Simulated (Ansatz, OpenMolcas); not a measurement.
How basis sets differ on C2H5AlBN (SMILES B[C]1=C[NH][AlH]1)

C2H5AlBN has 10 atoms, charge 0, and is taken as a singlet. As SMILES, `B[C]1=C[NH][AlH]1`. The shape is that of a PBE0-D4/def2-TZVP optimisation.

Each level gives the HOMO–LUMO gap (eV). The values are calculated.

```json
{"level": "HF/ANO-RCC-MB (DKH2)", "kind": "Hartree–Fock", "program": "OpenMolcas", "value (eV)": "10.15", "CPU time": "2.9 s"}
{"level": "HF/STO-3G", "kind": "Hartree–Fock", "program": "OpenMolcas", "value (eV)": "12.17", "CPU time": "1.6 s"}
{"level": "HF/3-21G", "kind": "Hartree–Fock", "program": "Ansatz", "value (eV)": "9.80", "CPU time": "1.1 s"}
{"level": "HF/ANO-XS-VDZ (DKH2)", "kind": "Hartree–Fock", "program": "OpenMolcas", "value (eV)": "9.88", "CPU time": "4.1 s"}
{"level": "HF/6-31G* (spherical functions)", "kind": "Hartree–Fock", "program": "OpenMolcas", "value (eV)": "9.82", "CPU time": "7.7 s"}
```

The values span 9.80 to 12.17 eV. A Hartree–Fock LUMO above zero doesn't converge with the basis: it sinks as sets grow more diffuse. Orbital gaps aren't excitation energies. Times are those of the runs behind each value, whatever else they computed, on shared processors of several kinds: orders of magnitude only.
